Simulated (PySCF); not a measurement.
Input of a run (PBE0-D3(BJ)/def2-SVP geometry optimisation, gas phase, def2 core potentials past Kr (PySCF 2.14.0)), started from GFN2-xTB:
```
{"job": {"xc": "PBE0", "basis": "def2-SVP", "d3": "d3bj", "grid": 1, "maxiter": 40, "shake": 0.03, "kind": "geom"}, "charge": -1, "multiplicity": 2}
Cr     0.058860    -0.075710     0.191590
O     -0.017620    -0.020400     1.726630
I      2.500180     0.006580    -0.509930
I      0.089850     2.573360    -0.471930
I     -2.570460    -0.032000    -0.520820
I      0.002320    -2.547840    -0.484830
```

Output (energies in Eh, forces in Eh/bohr):
```
step   0  E = -2310.32418766  max force = 0.029041
step   1  E = -2310.32888126  max force = 0.006724
step   2  E = -2310.32946140  max force = 0.003173
step   3  E = -2310.32953414  max force = 0.001203
step   4  E = -2310.32954882  max force = 0.000231
optimisation converged
```

Question: Summarise the run.

Answer: The energy falls by 3.4 kcal/mol over 5 energy and gradient evaluations, the largest force component goes from 0.0290 to 2.3e-04 Eh/bohr, and the atoms move by 0.067 Å rms after alignment. The bond that changes most is Cr1–I3 (ends: chromium bonded to 4 I and O; iodine bonded to Cr), which lengthens by 0.106 Å. Bonds longer at the end by more than 0.005 Å: 2 of 5; shorter: 3. Among the angles that change most is O2–Cr1–I3, from 108.8° to 104.0°. The energy never rose by more than 1e-6 Eh on the way. The first step brought 88 % of the lowering.

Question: What are the final bond lengths?

Answer: Cr1–O2 1.508 Å, Cr1–I3 2.648 Å, Cr1–I4 2.647 Å, Cr1–I5 2.647 Å, Cr1–I6 2.647 Å. Numbering counts from 1 in the input's order; the species is [CrOI4]-, `[O]=[Cr-]([I])([I])([I])[I]` [radical].

The run used 149 basis functions and 52 SCF cycles in all. The run took 8.5 min of wall time on an Arm Neoverse V1 with one thread, no GPU (shared host), and the process peaked at 0.78 GiB of memory.

No PBE0-D3(BJ)/def2-SVP frequencies stand behind this structure, so it isn't proved a minimum. ⟨S²⟩ = 0.904 (exact for a doublet: 0.75). The geometry's basis has no diffuse functions, a weakness for an anion.
